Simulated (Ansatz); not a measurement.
Geometry optimisation, Ansatz, RHF/def2-SVP.

Input file:

```yaml
crystal:
  periodic: [false, false, false]
  atoms:
    - { symbol: Zr, position_ang: [0.0, 0.0, 0.0] }
    - { symbol: F, position_ang: [0.0, 0.0, 2.33] }
    - { symbol: O, position_ang: [1.952, 0.0, -0.6893] }
    - { symbol: H, position_ang: [2.2684, -0.9521, -0.806] }
    - { symbol: F, position_ang: [-0.9326, 1.6157, -0.6593] }
    - { symbol: O, position_ang: [-0.975, -1.6891, -0.6893] }
    - { symbol: H, position_ang: [-1.4296, -2.1548, 0.0831] }
    - { symbol: "N", position_ang: [1.3164, 1.9852, 0.7915] }
    - { symbol: H, position_ang: [2.1729, 1.8447, 1.3999] }
    - { symbol: H, position_ang: [1.0157, 2.964, 0.5173] }
    - { symbol: H, position_ang: [0.7522, 1.1344, 1.9863] }
basis:
  gaussian: { orbitals: def2-SVP }
hamiltonian:
  xc: hf
relax:
  f_tol: 0.15
  max_steps: 25
  restrain:
    - { distance: [0, 7], at: 2.21, k: 30.0 }
    - { distance: [10, 1], at: 0.92, k: 30.0 }
    - { distance: [0, 1], at: 3.18, k: 30.0 }
    - { distance: [10, 7], at: 2.26, k: 30.0 }
output:
  orbitals: {}
```

Command:

```bash
$ ansatz run input.yaml --threads 2 --pin off --max-ram 3072MiB --backend cpu --events-out ev --progress --plain --runs-dir out
```

Where does it end, and by what steps?

The forces met the threshold. The restraints hold the end off the free minimum; the threshold counts their pulls, which the force column leaves out. Restrained pairs: Zr1–N8 (2.51 → 2.17 Å), F2–H11 (1.40 → 0.91 Å), Zr1–F2 (2.33 → 3.18 Å), N8–H11 (1.57 → 2.25 Å). After 20 steps the energy has fallen by 4.030 eV (the restraints' own energy left out); F5 moved furthest, 1.70 Å.

```json
{"step": "0", "energy less start (eV)": "0.0000", "largest force component (eV/Å)": "4.640", "accepted": "yes"}
{"step": "1", "energy less start (eV)": "-0.1651", "largest force component (eV/Å)": "3.205", "accepted": "yes"}
{"step": "2", "energy less start (eV)": "-0.8597", "largest force component (eV/Å)": "2.463", "accepted": "yes"}
{"step": "3", "energy less start (eV)": "-1.7971", "largest force component (eV/Å)": "2.224", "accepted": "yes"}
{"step": "4", "energy less start (eV)": "-2.7835", "largest force component (eV/Å)": "1.833", "accepted": "yes"}
{"step": "5", "energy less start (eV)": "-3.1480", "largest force component (eV/Å)": "2.071", "accepted": "yes"}
{"step": "6", "energy less start (eV)": "-3.4234", "largest force component (eV/Å)": "1.368", "accepted": "yes"}
{"step": "7", "energy less start (eV)": "-3.6063", "largest force component (eV/Å)": "0.959", "accepted": "yes"}
{"step": "8", "energy less start (eV)": "-3.7382", "largest force component (eV/Å)": "0.897", "accepted": "yes"}
{"step": "9", "energy less start (eV)": "-3.8153", "largest force component (eV/Å)": "0.925", "accepted": "yes"}
{"step": "10", "energy less start (eV)": "-3.8508", "largest force component (eV/Å)": "0.960", "accepted": "yes"}
{"step": "11", "energy less start (eV)": "-3.8878", "largest force component (eV/Å)": "1.120", "accepted": "yes"}
{"step": "12", "energy less start (eV)": "-3.9037", "largest force component (eV/Å)": "1.422", "accepted": "yes"}
{"step": "13", "energy less start (eV)": "-3.9702", "largest force component (eV/Å)": "0.993", "accepted": "yes"}
{"step": "14", "energy less start (eV)": "-4.0080", "largest force component (eV/Å)": "1.074", "accepted": "yes"}
{"step": "15", "energy less start (eV)": "-4.0034", "largest force component (eV/Å)": "0.852", "accepted": "no"}
{"step": "16", "energy less start (eV)": "-4.0222", "largest force component (eV/Å)": "1.030", "accepted": "yes"}
{"step": "17", "energy less start (eV)": "-4.0256", "largest force component (eV/Å)": "1.057", "accepted": "yes"}
{"step": "18", "energy less start (eV)": "-3.9948", "largest force component (eV/Å)": "1.468", "accepted": "no"}
{"step": "19", "energy less start (eV)": "-4.0297", "largest force component (eV/Å)": "1.115", "accepted": "yes"}
{"step": "20", "energy less start (eV)": "-4.0296", "largest force component (eV/Å)": "1.037", "accepted": "yes"}
```

```xyz
11
Properties=species:S:1:pos:R:3
Zr 0.299 0.396 -0.479
F 1.060 -0.613 2.440
O 1.880 -0.629 -0.839
H 2.580 -1.244 -0.955
F -0.185 1.238 -2.139
O -1.269 -0.541 0.109
H -1.909 -1.137 0.462
N 0.790 1.959 0.942
H 1.668 2.455 0.931
H 0.102 2.564 1.363
H 1.123 0.298 2.429
```

Time of the run: 24 s on 2 threads of AMD EPYC 9R45 96-Core Processor (Zen 5) (shared host), peak memory 0.31 GiB.
